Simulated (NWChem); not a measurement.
Molecule: C$_{5}$H$_{3}$N; SMILES C#C/C=C/C#N

Results from NWChem. Medium grid unless said otherwise, to which SCAN and Minnesota functionals are sensitive. Geometry: optimised at PBE-D3(BJ)/def2-SVP. Total energies of different functionals are on different scales.

```csv
level,energy (Ha),highest occupied level (eV),orbital gap (eV),dipole (D),relative time
B3LYP/def2-SVP,-246.7960,-7.38,4.78,4.02,1
PBE/def2-SVP,-246.4880,-6.60,3.32,3.92,1
OLYP/def2-SVP,-246.7258,-6.44,3.35,3.92,1
r2SCAN0/def2-SVP,-246.6021,-7.84,5.34,4.20,1
RPBE/def2-SVP,-246.8263,-6.53,3.34,3.89,1
LC-BLYP (range parameter 0.33 per bohr)/def2-SVP,-246.1285,-9.72,9.29,3.91,5
CAM-B3LYP/def2-SVP,-246.6522,-8.80,7.46,4.02,5
revPBE/def2-SVP,-246.7398,-6.54,3.34,3.91,1
PW91/def2-SVP,-246.6993,-6.63,3.32,3.93,1
"LC-wPBE (HJS exchange hole, range parameter 0.4 per bohr)/def2-SVP",-246.5719,-10.19,9.81,4.01,4
```

The last column is a rough cost ratio, cheapest run = 1.
